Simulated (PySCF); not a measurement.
A calculated (revPBE, PySCF 2.14, ANO-RCC-VTZP, scalar relativity by spin-free X2C-1e) atom or ion has these occupied shells.

```csv
shell,electrons,orbital energy (eV),"rms radius, mean of both spins (bohr)"
1s,2,-87763.0,0.0181
2s,2,-15712.1,0.0730
2p,6,-13553.2,0.0673
3s,2,-3786.6,0.186
3p,6,-3163.7,0.189
3d,10,-2496.0,0.173
4s,2,-870.35,0.409
4p,6,-664.74,0.436
4d,10,-418.04,0.463
5s,2,-160.16,0.906
4f,14,-149.76,0.497
5p,6,-102.95,1.04
5d,10,-37.726,1.39
6s,2,-27.248,2.31
```

Problem. Name the element and its charge.

Solution. Pb²⁺ (lead, charge +2), in [Xe] 4f14 5d10 6s2, closed-shell 1S.
